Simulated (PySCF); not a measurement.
Match the calculated data to a structure.

All candidates are C3H7FOSi.

| technique | computed result |
| --- | --- |
| Dipole | 2.04 D [CAM-B3LYP/def2-SVPD] |
| Rotational structure | rotational constants A, B, C: 8.430, 1.081, 1.015 GHz [PBE0-D3(BJ)/def2-SVP] |
| UV, first state | lowest singlet excitation: 6.50 eV (191 nm, f = 0.010) [TDDFT CAM-B3LYP/def2-SVPD] |
| Polarisability | 69.6 au [CAM-B3LYP/def2-SVPD] |
| NMR, other nuclei | isotropic shieldings of nuclei other than C and H, by class: 230 (1 O), 399 (1 F), 386 (1 Si) ppm [GIAO PBE0/pcSseg-1] |
| XPS | Si2p3/2 107.9, C1s 290.3, C1s 292.4, C1s 293.1, O1s 538.8, F1s 691.9, Si1s 1847.8 eV [ΔSCF SCAN, pcX-2 on the ionised atom, pcseg-1 elsewhere, spin-free X2C, 2p3/2 from a spin–orbit splitting computed afterwards within the 2p shell] |
| Valence photoelectron | vertical ionisation energy: 9.40 eV [ΔSCF CAM-B3LYP/def2-SVPD] |
| 13C NMR | chemical shifts (computed TMS as zero) by class: 158.9 (1 C), 108.4 (1 C), 80.7 (1 C) ppm [GIAO PBE0/pcSseg-1] |
| UV, strongest line | among the 10 lowest singlet transitions: S2 at 6.78 eV (183 nm, f = 0.353) [TDDFT CAM-B3LYP/def2-SVPD] |
| 1H NMR | chemical shifts (computed TMS as zero) by class: 6.69 (1 H), 5.16 (1 H), 4.91 (3 H), 4.71 (2 H) ppm [GIAO PBE0/pcSseg-1] |

Gas-phase values; electronic properties from PySCF, density fitting. Levels stand in brackets. Geometry: PBE0-D3(BJ)/def2-SVP, one conformer, isolated molecule. NMR values are class means; diastereotopic atoms form classes of their own.

Question: Which candidate is it?
A. `F[Si@H]1CCCO1`
B. `F[C@@H]1C[C@H]1O[SiH3]`
C. `CO[C@@H]1[SiH2][C@H]1F`
D. `FC/C=C/O[SiH3]`

Answer: D. It is `FC/C=C/O[SiH3]`. Numbering: `[F:1][CH2:2]/[CH:3]=[CH:4]/[O:5][SiH3:6]`. Its formula, C3H7FOSi, gives 1 degree of unsaturation: 0 rings and 1 π bond in the structure found. 3 carbons fall into 3 classes; from least to most shielded: vinylic carbon bearing oxygen [C4] (158.9 ppm), alkene CH carbon [C3] (108.4 ppm), sp3 C–F carbon [C2] (80.7 ppm). Hydrogen classes from least to most shielded: 1 H on a vinylic carbon bearing oxygen, C4 (6.69 ppm), 1 H on an alkene CH carbon, C3 (5.16 ppm), 3 H on an oxygen-bound silicon, Si6 (4.91 ppm), 2 H on an sp3 C–F carbon, C2 (4.71 ppm). The other shieldings belong to: 230 ppm, silyl ether oxygen [O5]; 399 ppm, alkyl fluorine [F1]; 386 ppm, oxygen-bound silicon [Si6]. The core levels belong to: Si2p3/2 107.9 eV, oxygen-bound silicon [Si6]; C1s 290.3 eV, alkene CH carbon [C3]; C1s 292.4 eV, vinylic carbon bearing oxygen [C4]; C1s 293.1 eV, sp3 C–F carbon [C2]; O1s 538.8 eV, silyl ether oxygen [O5]; F1s 691.9 eV, alkyl fluorine [F1]; Si1s 1847.8 eV, oxygen-bound silicon [Si6]. The hole state at 292.4 eV has ⟨S²⟩ = 0.84 against 0.75, so that value is less sure. The first electron is taken from the HOMO, whose largest Löwdin shares are 0.35 on the alkene CH carbon, 0.24 on the vinylic carbon bearing oxygen, 0.22 on the silyl ether oxygen and 0.05 on the sp3 C–F carbon. The optimised geometry has point group C1 and is an asymmetric top.

The others, at the same levels:
- `F[Si@H]1CCCO1` fails: its computed 13C shifts are 68.8 (1 C), 29.6 (1 C), 10.7 (1 C) ppm, core binding energies are Si2p3/2 108.0, C1s 290.6, C1s 291.1, C1s 292.4, O1s 538.1, F1s 692.2, Si1s 1848.1 eV and 1H shifts are 5.09 (1 H), 4.01 (1 H), 3.81 (1 H), 1.90 (1 H), 1.61 (1 H), 0.81 (1 H), 0.71 (1 H) ppm.
- `F[C@@H]1C[C@H]1O[SiH3]` fails: its computed 13C shifts are 72.7 (1 C), 54.0 (1 C), 17.5 (1 C) ppm, core binding energies are Si2p3/2 107.6, C1s 291.0, C1s 292.5, C1s 293.0, O1s 538.4, F1s 692.7, Si1s 1847.5 eV and 1H shifts are 4.79 (3 H), 4.21 (1 H), 3.41 (1 H), 1.14 (1 H), 0.91 (1 H) ppm.
- `CO[C@@H]1[SiH2][C@H]1F` fails: its computed 13C shifts are 79.4 (1 C), 64.1 (1 C), 59.4 (1 C) ppm, core binding energies are Si2p3/2 106.9, C1s 291.6, C1s 292.1, C1s 292.2, O1s 538.5, F1s 692.2, Si1s 1846.6 eV and 1H shifts are 4.82 (1 H), 3.56 (1 H), 3.38 (3 H), 3.36 (1 H), 3.17 (1 H) ppm.

Each candidate is one conformer, not necessarily the lowest. The conformers computed, where there is a choice (atom-mapped SMILES and torsion angles):
- `[F:1][CH2:2]/[CH:3]=[CH:4]/[O:5][SiH3:6]`: F1–C2–C3–C4 113°, C3–C4–O5–Si6 0°
- `[F:1][C@@H:2]1[CH2:3][C@H:4]1[O:5][SiH3:6]`: C3–C4–O5–Si6 152°
- `[CH3:1][O:2][C@@H:3]1[SiH2:4][C@H:5]1[F:6]`: C1–O2–C3–Si4 158°

The conformers of `F[Si@H]1CCCO1` aren't listed.
